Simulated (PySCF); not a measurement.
wavenumber (cm⁻¹), absorption (km/mol per cm⁻¹) and a bar:
```
        0      0.001 
       11      0.001 
       22      0.001 
       33      0.002 
       44      0.002 
       55      0.004 
       66      0.007 
       77      0.017 #
       88      0.052 ####
       99      0.021 ##
      110      0.008 #
      121      0.005 
      132      0.004 
      143      0.004 
      154      0.005 
      165      0.006 
      176      0.009 #
      187      0.014 #
      198      0.029 ##
      209      0.079 ######
      220      0.262 #####################
      231      0.112 #########
      242      0.036 ###
      253      0.017 #
      264      0.010 #
      275      0.006 
      286      0.005 
      297      0.004 
      308      0.003 
      319      0.003 
      330      0.002 
      341      0.002 
      352      0.002 
      363      0.002 
      374      0.002 
      385      0.002 
      396      0.002 
      407      0.002 
      418      0.003 
      430      0.003 
      441      0.003 
      452      0.004 
      463      0.005 
      474      0.007 
      485      0.009 #
      496      0.014 #
      507      0.022 ##
      518      0.042 ###
      529      0.104 ########
      540      0.375 ##############################
      551      0.318 #########################
      562      0.090 #######
      573      0.038 ###
      584      0.020 ##
      595      0.013 #
      606      0.009 #
      617      0.006 
      628      0.005 
      639      0.004 
      650      0.003
```

This is the computed harmonic infrared spectrum of triplet IrSI, Lorentzian lines of 16 cm⁻¹ full width. Method: PySCF, UPBE0, basis Ir def2-SVP with ECP60, S def2-SVP, I def2-SVP with ECP28 (scalar-relativistic core potentials, no spin–orbit coupling, density fitting).

**Question.** Which bands make it up, and how are they assigned?

**Answer.** In Cs symmetry, counting bands above 1 % of the strongest: 89 cm⁻¹ (a', bend, 1.3 km/mol); 222 cm⁻¹ (a', stretch, 6.8 km/mol); 544 cm⁻¹ (a', stretch, 13 km/mol).

This need not be the most stable arrangement of these atoms. With open d or f shells other occupations or spin states may lie lower. With an element this heavy the missing spin–orbit coupling can shift these numbers.
